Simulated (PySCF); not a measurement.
CClF₂, SMILES F[C](F)Cl, multiplicity 2.

Coordinates come from a PBE0-D3(BJ)/def2-TZVP optimisation. The isomer is the one that the SMILES or the coordinates give; other isomers of the formula were not compared.

The numbers are results of TDA-PBE0/def2-SVPD (PySCF), not measurements.

Vertical excitations. 

```
state    energy (eV)  λ (nm)      f                                                                       main pairs
-------  -----------  ------  -----  -------------------------------------------------------------------------------
root 1          5.64     220  0.007                                             α HOMO→LUMO 78 %, β HOMO−1→LUMO 18 %
root 2          5.73     216  0.000                                                                 β HOMO→LUMO 98 %
root 3          6.16     201  0.053                                             α HOMO→LUMO 17 %, β HOMO−1→LUMO 79 %
root 4          7.05     176  0.009                                                               α HOMO→LUMO+1 96 %
root 5          7.95     156  0.002     α HOMO−1→LUMO 50 %, α HOMO→LUMO+5 9 %, α HOMO→LUMO+3 8 %, β HOMO→LUMO+1 22 %
root 6          7.98     155  0.007    α HOMO→LUMO+5 39 %, α HOMO→LUMO+3 34 %, α HOMO−1→LUMO 11 %, β HOMO→LUMO+1 7 %
root 7          8.06     154  0.024                                                               β HOMO−2→LUMO 87 %
root 8          8.12     153  0.041                                                               α HOMO→LUMO+2 93 %
root 9          8.30     149  0.002                                                               β HOMO−3→LUMO 89 %
root 10         8.33     149  0.001  α HOMO−2→LUMO 39 %, α HOMO→LUMO+4 13 %, β HOMO−1→LUMO+1 31 %, β HOMO−2→LUMO 8 %
```
Unrestricted roots are not spin-pure.
